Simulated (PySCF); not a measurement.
**Dipole response of Ta⁺ (tantalum, charge +1)**

[Xe] 4f14 5d3 6s1, high-spin 5F determinant. Calculation: PySCF 2.14, in aug-cc-pVTZ-PP with one added diffuse shell each of s, p, d, f, g type with ECP60MDF (7s7p6d4f3g, 113 functions); a scalar-relativistic core potential. Coupled (time-dependent) response in atomic units; α is the mean over directions.

```json
{"method": "M06-2X", "mean α (bohr³)": "43.76", "C₆ (like pair)": "377.2", "S(−4)": "922.7"}
```

S(−4) is the Cauchy moment in α(ω) = α(0) + S(−4) ω² + …

Spin-orbit coupling is absent.

α(iu) at M06-2X:

| u (hartree) | α(iu) (bohr³) |
| --- | --- |
| 0 | 43.76 |
| 0.0500 | 41.60 |
| 0.100 | 36.44 |
| 0.200 | 25.50 |
| 0.300 | 18.22 |
| 0.500 | 10.96 |
| 0.750 | 7.040 |
| 1.00 | 5.035 |
| 1.50 | 3.015 |
| 2.00 | 2.018 |
| 3.00 | 1.077 |
| 5.00 | 0.4445 |

For an ion, C₆ is the dispersion term alone; charge-induced terms of lower order in 1/R come first.

Energies and moments cover only the electrons outside the core potential. Spin-orbit coupling, absent here, splits the open shell strongly.
